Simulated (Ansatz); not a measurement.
Species: sum formula SiHF (charge 0, triplet). This is an excited triplet: at this geometry the singlet lies 1.43 eV lower at CCSD(T)/CBS(aug-cc-pV(T+d)Z,aug-cc-pV(Q+d)Z). 
Geometry from a B3LYP-D3(BJ)/def2-TZVP (Ansatz, a program for electronic structure) optimisation:
```
Si
F 1 1.6138
H 1 1.4942 2 113.69
```
Charge 0, spin multiplicity 3.

Total electronic energies in hartree. Correlated levels leave the core frozen unless marked. UHF or UKS for open shells. Spin-orbit coupling is left out. No relativistic terms. CBS marks a two-point X^-3 extrapolation of the correlation energy; Hartree-Fock from the larger set. The bracket is a focal-point correction in the basis named.

```tsv
level	program	energy (Eh)
HF/cc-pV(Q+d)Z	Ansatz	-388.98808
r2SCAN/def2-TZVPD	Ansatz	?
B3LYP-D4/def2-TZVPD	Ansatz + dftd4	-389.95192
MP2/CBS(aug-cc-pV(T+d)Z,aug-cc-pV(Q+d)Z)	Ansatz	-389.3735
RI-MP2/def2-QZVPP	Ansatz	-389.35115
SCS-MP2/def2-SVP	Ansatz	-388.97754
CCSD/CBS(cc-pV(T+d)Z,cc-pV(Q+d)Z)	Ansatz	-389.3811
RI-MP2/CBS(cc-pV(T+d)Z,cc-pV(Q+d)Z)+[CCSD(T)-MP2]/cc-pV(T+d)Z	Ansatz	-389.3956
CCSD(T)/CBS(aug-cc-pV(T+d)Z,aug-cc-pV(Q+d)Z)	Ansatz	-389.3954
```

Problem. Fill in the missing entries.

Solution. 
- r2SCAN/def2-TZVPD, energy (Eh): -389.86590
